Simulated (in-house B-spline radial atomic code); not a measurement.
Successive ionisation energies of neodymium; each step leads to the configuration of the next row (after the last: [Kr] 4d3/2(4) 4d5/2(5)). Dirac energy differences include first-order Breit, QED and recoil terms. NIST's values go from ground level to ground level; the uncertainty of those that are theory runs from under 0.1 % in few-electron ions to several per cent in heavy many-electron ones. Computed with a B-spline radial code for spherical atoms: Dirac-Hartree-Fock, jj configuration that fills j = l - 1/2 first, finite nuclei.

A number in brackets counts the electrons of a j subshell.

```tsv
ion	configuration	ionisation energy (eV)	tabulated value (eV)	tabulated kind	computed minus tabulated (eV)	highest orbital	largest mean radius (bohr)
Nd	[Xe] 4f5/2(4) 6s2	4.6	5.525	measured	-1.0	6s1/2	4.7723
Nd+	[Xe] 4f5/2(4) 6s1	10.0	10.783	semi-empirical	-0.8	6s1/2	4.2562
Nd2+	[Xe] 4f5/2(4)	19.4	22.09	semi-empirical	-2.7	4f5/2	1.762
Nd3+	[Xe] 4f5/2(3)	37.6	40.6	semi-empirical	-3.0	4f5/2	1.6825
Nd4+	[Xe] 4f5/2(2)	66.9	-	-	-	4f5/2	1.6102
Nd5+	[Kr] 4d10 4f5/2(2) 5s2 5p1/2(2) 5p3/2(3)	80.7	84	tabulated theory	-3.3	4f5/2	1.572
Nd6+	[Kr] 4d10 4f5/2(2) 5s2 5p1/2(2) 5p3/2(2)	95.0	99	tabulated theory	-4.0	4f5/2	1.5377
Nd7+	[Kr] 4d10 4f5/2(2) 5s2 5p1/2(2) 5p3/2(1)	109.8	114	tabulated theory	-4.2	5p3/2	1.5062
Nd8+	[Kr] 4d10 4f5/2(2) 5s2 5p1/2(2)	128.8	136	tabulated theory	-7.2	4f5/2	1.4281
Nd9+	[Kr] 4d10 4f5/2(2) 5s2 5p1/2(1)	145.5	152	tabulated theory	-6.5	5p1/2	1.4003
Nd10+	[Kr] 4d10 4f5/2(2) 5s2	163.7	168	tabulated theory	-4.3	4f5/2	1.2988
Nd11+	[Kr] 4d10 4f5/2(1) 5s2	191.1	195	tabulated theory	-3.9	4f5/2	1.2669
Nd12+	[Kr] 4d10 5s2	221.5	221	tabulated theory	0.5	5s1/2	1.2368
Nd13+	[Kr] 4d10 5s1	241.0	243	semi-empirical	-2.0	5s1/2	1.2191
Nd14+	[Kr] 4d10	388.9	389	tabulated theory	-0.1	4d5/2	0.66972
```

Q: Where is the largest jump?

A: From Nd to Nd+, by a factor of 2.19 (4.5578 to 9.9755 eV); the highest orbital goes from 6s1/2 to 6s1/2.

Q: How far is this level of theory from the measured and semi-empirical values?

A: Over those 5 rows the differences run from -2.99 to -0.807 eV (mean absolute value 1.9 eV). The calculation leaves out correlation and, in open shells, the multiplet splittings that an average leaves out.
